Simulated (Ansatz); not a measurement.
System: sum formula SiH3S3 (charge 0, doublet). It need not be the lowest isomer of its formula. SMILES: S[Si](S)S
Structure (B3LYP-D3(BJ)/def2-TZVP (Ansatz, a quantum-chemistry and plane-wave program) minimum search):
```xyz
7

S     -0.0926     1.5130    -1.3552
Si     0.2710    -0.3622    -0.3462
S      1.4256    -0.1773     1.4768
S     -1.7185    -0.9920     0.1589
H      1.0980     2.0292    -1.0063
H      2.6143    -0.2266     0.8486
H     -1.3380    -2.2311     0.5178
```
Charge 0, spin multiplicity 2.

Atomisation energy built up term by term with Ansatz (kcal/mol; UHF references for open shells; valence terms freeze the core; atomic spin-orbit terms are left out). CBS marks a two-point X^-3 extrapolation of the correlation energy; Hartree-Fock from the larger set.

```tsv
term	basis	kcal/mol
Hartree-Fock	aug-cc-pV(Q+d)Z	330.27
CCSD correlation	CBS(aug-cc-pV(T+d)Z,aug-cc-pV(Q+d)Z)	141.21
(T)	CBS(aug-cc-pV(T+d)Z,aug-cc-pV(Q+d)Z)	12.98
core correlation	cc-pwCVTZ	0.95
scalar relativity (X2C)	cc-pVTZ-DK against cc-pVTZ	-1.53
sum: De		483.9
```

(T) makes 2.7 % of the CCSD(T) atomisation energy; under 5 % is typical of single-reference molecules.
